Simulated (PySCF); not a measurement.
C2H3ClFNSi, SMILES C#C[Si@@](N)(F)Cl. Atoms are numbered in the order given.

```xyz
9

C      2.6311     0.0926    -1.1769
C      1.4855    -0.0144    -0.7829
Si    -0.2269    -0.1669    -0.1931
N     -1.2865     0.5484    -1.3066
F     -0.4978    -1.7475     0.0591
Cl    -0.4892     0.7227     1.6456
H      3.6449     0.1877    -1.5221
H     -2.2414     0.7943    -1.0701
H     -1.1247     0.4890    -2.3062
```

Geometry: B3LYP-D3(BJ)/def2-SVP. The structure was generated by enumeration; whether it is a known compound was not checked. One conformer was computed; it need not be the lowest.

Two levels are set side by side: PBE/pcSseg-1 (PySCF) and B3LYP/pcSseg-1 (PySCF). GIAO shifts against CFCl3 (¹⁹F), HCl (³⁵Cl), NH3 (¹⁵N), TMS (²⁹Si), TMS (¹H), TMS (¹³C) at the same level; non-relativistic, no solvent, atoms listed together averaged. Without spin–orbit terms, shifts of atoms bonded to Cl or Br come out too high at both levels. Differences are taken from unrounded values.

```csv
quantity,B3LYP
δ(¹³C) of C1 (ppm),100.4
δ(¹³C) of C2 (ppm),83.6
δ(²⁹Si) of Si3 (ppm),-43.9
δ(¹⁵N) of N4 (ppm),46.7
δ(¹⁹F) of F5 (ppm),-109.2
δ(³⁵Cl) of Cl6 (ppm),56.3
δ(¹H) of H7 (ppm),2.50
```

**Question.** What does PBE give, and how far is it from B3LYP? (The exact figures need the calculation; the answer reports its results.)

**Answer.** 
```json
[
 {"quantity": "δ(¹³C) of C1 (ppm)", "PBE": "98.8", "PBE minus B3LYP": "-1.6"},
 {"quantity": "δ(¹³C) of C2 (ppm)", "PBE": "83.3", "PBE minus B3LYP": "-0.3"},
 {"quantity": "δ(²⁹Si) of Si3 (ppm)", "PBE": "-41.1", "PBE minus B3LYP": "2.8"},
 {"quantity": "δ(¹⁵N) of N4 (ppm)", "PBE": "51.6", "PBE minus B3LYP": "5.0"},
 {"quantity": "δ(¹⁹F) of F5 (ppm)", "PBE": "-117.0", "PBE minus B3LYP": "-7.8"},
 {"quantity": "δ(³⁵Cl) of Cl6 (ppm)", "PBE": "78.1", "PBE minus B3LYP": "21.7"},
 {"quantity": "δ(¹H) of H7 (ppm)", "PBE": "2.45", "PBE minus B3LYP": "-0.04"}
]
```

Rough cost on one machine, each run with all the roots and properties that it gave: B3LYP against PBE within a factor of 2.
